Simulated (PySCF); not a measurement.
**Electron correlation in P⁺ (phosphorus, charge +1)**

[Ne] 3s2 3p2, high-spin 3P determinant. Computed with PySCF 2.14 in aug-cc-pCVTZ-DK, with the spin-free X2C one-electron Hamiltonian (Gaussian nucleus). Frozen: 1s2; 12 electrons correlated.

| level | correlation energy (mhartree) |
| --- | --- |
| CCSD | -373.82 |
| (T) | -4.91 |
| CCSD(T) | -378.73 |

Diagnostics: T1 = 0.0069, D1 = 0.0271, largest double amplitude 0.096.

Cost of the coupled-cluster step: about 26 core-seconds, for 12 correlated electrons.
